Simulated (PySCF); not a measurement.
CH9NSi4. Atoms are numbered in the order given.

```xyz
15

Si    -2.4619    -0.9396    -0.5427
Si    -0.7155    -0.1571     0.7959
Si     1.2748    -1.3036     0.3282
C      2.2769     0.1509    -0.4677
N      1.8443     1.3388    -0.5924
Si     0.2323     1.8406    -0.0450
H     -2.8725    -2.3242    -0.1562
H     -1.9749    -0.9560    -1.9569
H     -3.6537    -0.0413    -0.4535
H     -1.0401    -0.1235     2.2545
H      2.0111    -1.8344     1.5179
H      1.1421    -2.4114    -0.6700
H      3.3003    -0.0655    -0.8417
H      0.3977     2.9187     0.9735
H     -0.4970     2.3966    -1.2229
```

The structure is a stationary point at PBE0-D3(BJ)/def2-SVP. The structure was generated by enumeration; whether it is a known compound was not checked.

The numbers are results of PBE0-D3(BJ)/def2-SVP in PySCF 2.14.0, not measurements.

Frequencies are harmonic and unscaled.

Computed harmonic wavenumbers and intensities:
```json
[
 {"mode": "1", "ν (cm⁻¹)": "37", "IR (km/mol)": "0.3", "moving atoms (share of kinetic energy)": "Si 38 %, H 22 %, N 20 %, C 20 %"},
 {"mode": "2", "ν (cm⁻¹)": "83", "IR (km/mol)": "0.8", "moving atoms (share of kinetic energy)": "Si 77 %, H 20 %"},
 {"mode": "3", "ν (cm⁻¹)": "97", "IR (km/mol)": "0.0", "moving atoms (share of kinetic energy)": "H 98 %"},
 {"mode": "4", "ν (cm⁻¹)": "105", "IR (km/mol)": "1.4", "moving atoms (share of kinetic energy)": "Si 67 %, H 30 %"},
 {"mode": "5", "ν (cm⁻¹)": "261", "IR (km/mol)": "3.7", "moving atoms (share of kinetic energy)": "H 45 %, N 34 %, C 21 %"},
 {"mode": "6", "ν (cm⁻¹)": "269", "IR (km/mol)": "9.0", "moving atoms (share of kinetic energy)": "Si 79 %, N 9 %"},
 {"mode": "7", "ν (cm⁻¹)": "369", "IR (km/mol)": "4.4", "moving atoms (share of kinetic energy)": "Si 75 %, H 25 %"},
 {"mode": "8", "ν (cm⁻¹)": "403", "IR (km/mol)": "1.0", "moving atoms (share of kinetic energy)": "Si 74 %, H 14 %"},
 {"mode": "9", "ν (cm⁻¹)": "413", "IR (km/mol)": "7.7", "moving atoms (share of kinetic energy)": "H 69 %, Si 27 %"},
 {"mode": "10", "ν (cm⁻¹)": "430", "IR (km/mol)": "11.7", "moving atoms (share of kinetic energy)": "H 83 %, Si 9 %"},
 {"mode": "11", "ν (cm⁻¹)": "476", "IR (km/mol)": "20.8", "moving atoms (share of kinetic energy)": "Si 40 %, N 28 %, H 20 %, C 12 %"},
 {"mode": "12", "ν (cm⁻¹)": "485", "IR (km/mol)": "2.6", "moving atoms (share of kinetic energy)": "Si 69 %, H 25 %"},
 {"mode": "13", "ν (cm⁻¹)": "510", "IR (km/mol)": "13.5", "moving atoms (share of kinetic energy)": "H 67 %, Si 32 %"},
 {"mode": "14", "ν (cm⁻¹)": "547", "IR (km/mol)": "5.5", "moving atoms (share of kinetic energy)": "H 71 %, Si 27 %"},
 {"mode": "15", "ν (cm⁻¹)": "588", "IR (km/mol)": "8.6", "moving atoms (share of kinetic energy)": "H 45 %, C 41 %, Si 12 %"},
 {"mode": "16", "ν (cm⁻¹)": "607", "IR (km/mol)": "5.3", "moving atoms (share of kinetic energy)": "H 85 %, Si 11 %"},
 {"mode": "17", "ν (cm⁻¹)": "633", "IR (km/mol)": "10.8", "moving atoms (share of kinetic energy)": "H 90 %"},
 {"mode": "18", "ν (cm⁻¹)": "684", "IR (km/mol)": "83.8", "moving atoms (share of kinetic energy)": "H 87 %, Si 13 %"},
 {"mode": "19", "ν (cm⁻¹)": "695", "IR (km/mol)": "27.8", "moving atoms (share of kinetic energy)": "N 46 %, Si 25 %, H 19 %, C 9 %"},
 {"mode": "20", "ν (cm⁻¹)": "732", "IR (km/mol)": "17.8", "moving atoms (share of kinetic energy)": "H 83 %, N 10 %"},
 {"mode": "21", "ν (cm⁻¹)": "765", "IR (km/mol)": "39.4", "moving atoms (share of kinetic energy)": "H 60 %, C 20 %, Si 14 %"},
 {"mode": "22", "ν (cm⁻¹)": "820", "IR (km/mol)": "321.7", "moving atoms (share of kinetic energy)": "H 78 %, Si 18 %"},
 {"mode": "23", "ν (cm⁻¹)": "870", "IR (km/mol)": "185.5", "moving atoms (share of kinetic energy)": "H 90 %, Si 10 %"},
 {"mode": "24", "ν (cm⁻¹)": "903", "IR (km/mol)": "27.5", "moving atoms (share of kinetic energy)": "H 71 %, C 27 %"},
 {"mode": "25", "ν (cm⁻¹)": "917", "IR (km/mol)": "162.1", "moving atoms (share of kinetic energy)": "H 96 %"},
 {"mode": "26", "ν (cm⁻¹)": "928", "IR (km/mol)": "12.0", "moving atoms (share of kinetic energy)": "H 95 %"},
 {"mode": "27", "ν (cm⁻¹)": "929", "IR (km/mol)": "51.6", "moving atoms (share of kinetic energy)": "H 97 %"},
 {"mode": "28", "ν (cm⁻¹)": "935", "IR (km/mol)": "35.5", "moving atoms (share of kinetic energy)": "H 97 %"},
 {"mode": "29", "ν (cm⁻¹)": "1325", "IR (km/mol)": "23.6", "moving atoms (share of kinetic energy)": "H 83 %, C 10 %"},
 {"mode": "30", "ν (cm⁻¹)": "1715", "IR (km/mol)": "74.9", "moving atoms (share of kinetic energy)": "C 51 %, N 48 %"},
 {"mode": "31", "ν (cm⁻¹)": "2211", "IR (km/mol)": "84.5", "moving atoms (share of kinetic energy)": "H 98 %"},
 {"mode": "32", "ν (cm⁻¹)": "2217", "IR (km/mol)": "11.2", "moving atoms (share of kinetic energy)": "H 98 %"},
 {"mode": "33", "ν (cm⁻¹)": "2219", "IR (km/mol)": "96.9", "moving atoms (share of kinetic energy)": "H 97 %"},
 {"mode": "34", "ν (cm⁻¹)": "2222", "IR (km/mol)": "45.6", "moving atoms (share of kinetic energy)": "H 96 %"},
 {"mode": "35", "ν (cm⁻¹)": "2231", "IR (km/mol)": "54.0", "moving atoms (share of kinetic energy)": "H 96 %"},
 {"mode": "36", "ν (cm⁻¹)": "2231", "IR (km/mol)": "105.9", "moving atoms (share of kinetic energy)": "H 96 %"},
 {"mode": "37", "ν (cm⁻¹)": "2235", "IR (km/mol)": "98.6", "moving atoms (share of kinetic energy)": "H 98 %"},
 {"mode": "38", "ν (cm⁻¹)": "2241", "IR (km/mol)": "115.3", "moving atoms (share of kinetic energy)": "H 96 %"},
 {"mode": "39", "ν (cm⁻¹)": "3009", "IR (km/mol)": "56.5", "moving atoms (share of kinetic energy)": "H 92 %"}
]
```
